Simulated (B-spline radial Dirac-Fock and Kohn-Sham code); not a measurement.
## Dy 4p1/2: cross section and angular parameters

System: the Dy atom in the configuration [Xe] 4f10 6s2; threshold 333.5 eV (tabulated edge). Calculated with an atomic code on a B-spline grid, using Dirac-Hartree-Slater photoionisation with a Latter tail; cross sections with all multipoles, angular parameters from the dipole term and its interference with E2.

For linearly polarised light dσ/dΩ = σ/(4π) [1 + β P₂(cos θ) + (δ + γ cos²θ) sin θ cos φ], with θ from the polarisation vector and φ the angle between the beam and the projection of the electron momentum on the plane normal to the polarisation.

| hν (eV) | σ (kb) | β | γ | δ |
| --- | --- | --- | --- | --- |
| 366 | 75.0 | -0.724 | 0.005 | 0.025 |
| 400 | 73.7 | -0.307 | -0.138 | 0.053 |
| 414 | 73.5 | -0.149 | -0.162 | 0.065 |
| 419 | 73.4 | -0.097 | -0.164 | 0.068 |
| 583 | 66.9 | 0.888 | 0.197 | 0.063 |
| 600 | 65.9 | 0.943 | 0.227 | 0.059 |
| 1000 | 42.7 | 1.486 | 0.333 | 0.014 |
| 1600 | 23.2 | 1.653 | 0.108 | 0.001 |
| 1660 | 21.9 | 1.659 | 0.092 | 0.000 |
| 2530 | 11.0 | 1.693 | -0.019 | -0.003 |
| 2660 | 10.1 | 1.692 | -0.020 | -0.003 |
| 3590 | 5.78 | 1.676 | 0.038 | -0.003 |
| 3910 | 4.90 | 1.668 | 0.074 | -0.002 |
| 5030 | 2.94 | 1.634 | 0.228 | 0.000 |
| 5530 | 2.41 | 1.619 | 0.304 | 0.002 |
| 5800 | 2.17 | 1.610 | 0.345 | 0.002 |
| 6640 | 1.62 | 1.584 | 0.474 | 0.006 |
| 8047.8 | 1.05 | 1.542 | 0.683 | 0.013 |
| 8250 | ? | ? | ? | ? |
| 9251.7 | 0.756 | 1.508 | 0.850 | 0.020 |
| 9720 | 0.672 | 1.496 | 0.912 | 0.023 |
| 15000 | 0.229 | 1.373 | 1.503 | 0.060 |

Question: Give the values at 8250 eV.

Answer: σ = 0.989 kb, β = 1.536, γ = 0.712, δ = 0.014.
